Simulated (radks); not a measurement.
Results of a calculation; reference values are marked as such.
Question: Nb XVIII, 24 electrons, occupied as [Ar] 3d6. Level of theory: Dirac Kohn-Sham, B86b exchange with PBE correlation, spin-unpolarised, spherical densities, finite nucleus; open shells are shared between the two j in proportion to 2j + 1; Fermi nuclear charge, rms radius 4.324 fm (a radial shooting solver on a logarithmic mesh with Libxc functionals). Some entries of the table are withheld. Estimate them.

orbital  occ.  eigenvalue (eV)  <r> (bohr)  <r^2> (bohr^2)
1s1/2       2              (1)     0.03609        0.001757
2s1/2       2        -3154.645      0.1573         0.02919
2p1/2       2              (2)      0.1342             (3)
2p3/2       4              (4)      0.1386             (5)
3s1/2       2        -905.0579      0.4222          0.2034
3p1/2       2        -825.1707      0.4128             (6)
3p3/2       4        -807.3734      0.4213             (7)
3d3/2     2.4        -671.1921      0.3872          0.1767
3d5/2     3.6        -667.6058      0.3898          0.1789

Answer: 
(1) 1s1/2 eigenvalue (eV): -19333.54
(2) 2p1/2 eigenvalue (eV): -2940.498
(3) 2p1/2 <r^2> (bohr^2): 0.02208
(4) 2p3/2 eigenvalue (eV): -2844.262
(5) 2p3/2 <r^2> (bohr^2): 0.02343
(6) 3p1/2 <r^2> (bohr^2): 0.1973
(7) 3p3/2 <r^2> (bohr^2): 0.2053
